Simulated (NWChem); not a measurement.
## silicon dioxide molecule (O$_{2}$Si) in NWChem

SMILES: [Si](=O)=O
```xyz
3

O      0.0000     0.0000    -1.5184
Si     0.0000     0.0000     0.0000
O      0.0000     0.0000     1.5184
```
Charge 0, spin multiplicity 1.

Everything below was run with NWChem. Structure: optimised with PBE0/def2-SVP, a minimum by its harmonic frequencies.

Symmetry labels belong to the abelian group D2h used in the runs, with the axes of the coordinates shown; states degenerate in a higher group split over its labels.

Question: List the lowest 6 singlet excitations that TD-PBE/aug-cc-pVDZ gives, with oscillator strengths.

Answer: 
```
state  symmetry  energy (eV)  wavelength (nm)      f
-----  --------  -----------  ---------------  -----
1           b3g         4.19              296  0.000
2           b2g         4.19              296  0.000
3           b2u         5.51              225  0.066
4           b3u         5.51              225  0.066
5           b1u         6.09              204  0.040
6            au         6.59              188  0.000
```
